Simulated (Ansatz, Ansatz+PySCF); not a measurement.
A single Cl atom.

UHF-MP2 on doublet Cl was run in several spherical basis sets with Ansatz (development build ahead of 0.2.0). Frozen core: 5 orbitals.

(1) Rank the basis sets by the total energy that they give, lowest first, with the distance from the lowest.
A. def2-TZVP
B. cc-pVTZ
C. 6-31G(d)
D. cc-pVDZ
E. def2-SVP

Answers

(1) B (0.00 eV), A (0.31 eV), D (1.70 eV), C (2.56 eV), E (5.85 eV).

Totals follow the description of the cores as much as that of the bonds, so this order isn't one of quality for chemistry.
